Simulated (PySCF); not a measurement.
Computed with PySCF, PBE0, basis Lu def2-TZVP with ECP28, H def2-TZVP (scalar-relativistic core potentials, no spin–orbit coupling, density fitting). Open shells, if any, are unrestricted.

Q: What shape and geometry does isolated singlet LuH₄⁻ take (every ligand bound to Lu)?

A: Formally Lu is in oxidation state +3, d0. The polar-tensor charge on Lu, 1.40, is far below the formal one. The lowest minimum found is a singlet of Td symmetry with Lu–H 2.011 Å (×4); H–Lu–H 109.5° (×6). Its harmonic wavenumbers are 503 (t2), 525 (e), 1290 (t2), 1410 (a1) cm⁻¹ and its dipole moment is 0.00 D about the centre of mass.

Stability towards spin polarisation was not tested. Other isomers or separated fragments may lie lower. The lowest empty level of this anion is unbound, so it and the gap depend on the basis. The basis has no diffuse functions, which an anion would want.
